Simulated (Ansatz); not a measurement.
## One reagent, a row of partners

Four-centre ligand exchange: HBr meets different compounds of B. Each row is one chosen step, not always the lowest open to these reactants.

Gas-phase electronic energies, without zero-point energy, by CCSD(T) at an estimated basis limit (MP2 extrapolated from triple and quadruple zeta, plus CCSD(T) − MP2 in triple zeta); Ansatz 0.2.0, def2-TZVPP and QZVPP, frozen cores, on PBE0-D4/def2-TZVP structures. Extrapolation: Hartree–Fock as exp(−7.88 √X), correlation as X^−2.97. All energies, in kcal/mol, count from the separated reactants, without counterpoise correction; the start and end structures are the complexes reached by relaxing down from the saddle, and deeper ones may exist. Brackets give SMILES, or, where every atom is bracketed, only which atoms are joined. Steps whose reference was doubtful or whose search ended elsewhere are left out.

| reactants | products | broken | formed | start structure | saddle | end structure |
| --- | --- | --- | --- | --- | --- | --- |
| BH₃S ([BH2][SH]) + HBr | BH₂Br ([BH2][Br]) + H₂S, still joined by a dative B–S bond | Br–H, B–S | B–Br, H–S | -1.93 | 12.43 | -8.11 |
| BHSF₂ ([F][B]([F])[SH]) + HBr | BBrF₂ ([F][B]([F])[Br]) + H₂S | Br–H, B–S | B–Br, H–S | -1.77 | ? | -4.12 |
| BHOF₂ ([OH][B]([F])[F]) + HBr | BBrF₂ ([F][B]([F])[Br]) + H₂O, still joined by a dative B–O bond | Br–H, B–O | B–Br, H–O | -2.82 | 21.85 | 5.82 |
| BH₂F ([BH2][F]) + HBr | BH₂Br ([BH2][Br]) + HF | Br–H, B–F | B–Br, F–H | -2.20 | 21.35 | 9.72 |

(1) What is the height of the saddle for BHSF₂ ([F][B]([F])[SH]) + HBr? (An estimate is asked for; the value comes from the calculation.)

T1 diagnostic: at most 0.015. The filled d shells of Br are correlated in sets not built for that, so values that involve them are less sure.

For scale, one of the runs: CCSD(T)/def2-TZVPP, 211 basis functions (an equivalent command: `ansatz run in.yaml --threads 4`). The run took 2.4 min on 4 CPU threads (shared host), with 3.2 GiB of host memory at its peak.

## Answers

(1) By the calculation: 19.21 kcal/mol relative to the separated reactants, between the members at 12.43 and 21.35; above its start structure the barrier is 19.21 − (-1.77) ≈ 20.98 kcal/mol.
